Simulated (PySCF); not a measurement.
Spectrum to structure. The calculation used TDDFT wB97X-D/def2-SVPD, vertical, gas phase, core orbitals frozen in the response in PySCF 2.14.0, density-fitted response routines. Geometries: GFN2-xTB, one conformer each.

```csv
state,E (eV),f,"main configurations (H = HOMO, L = LUMO)"
S1,4.21,0.0014,H-1→L (98%)
S2,4.43,0.047,H→L (96%)
S3,5.48,0.0001,"H→L+1 (42%), H→L+2 (39%)"
S4,5.52,0.0001,"H→L+1 (44%), H→L+2 (41%)"
S5,6.02,0.013,"H-1→L+1 (52%), H-2→L (32%)"
S6,6.28,0.139,"H→L+4 (82%), H-1→L+1 (12%)"
S7,6.37,0.024,"H→L+3 (79%), H→L+5 (14%)"
S8,6.68,0.0024,"H-5→L (50%), H-4→L (42%)"
```

**Question.** Which candidate is it?
A. `Cc1cnc(F)nn1`
B. `CC(=O)CSC=C=S`
C. `CSc1csnn1`

**Answer.** C. Its S1, at 4.21 eV, is the highest among the candidates; the nearest of the others has S1 at 3.23 eV. S1 is HOMO-1→LUMO (98%). Löwdin shares by element: HOMO sulfur 57%, carbon 22% or more (atoms not listed hold the other 21%); LUMO nitrogen 41%, sulfur 26% or more, carbon 20% or more. At the same level the other candidates give, for their lowest levels:
- `Cc1cnc(F)nn1`: 3.23 eV (f 0.005); 4.46 eV (f 0.000); 5.37 eV (f 0.085); 5.72 eV (f 0.000); 6.34 eV (f 0.000); T1 2.57 eV; HOMO -9.20, LUMO -0.64 eV
- `CC(=O)CSC=C=S`: 2.03 eV (f 0.000); 4.19 eV (f 0.004); 4.45 eV (f 0.002); 4.68 eV (f 0.011); 5.24 eV (f 0.031); T1 1.72 eV; HOMO -7.90, LUMO -0.82 eV

Conformer computed: `[CH3:1][S:2][c:3]1[cH:4][s:5][n:6][n:7]1`: C1–S2–C3–C4 180°.
Triplets come from the Tamm–Dancoff approximation.
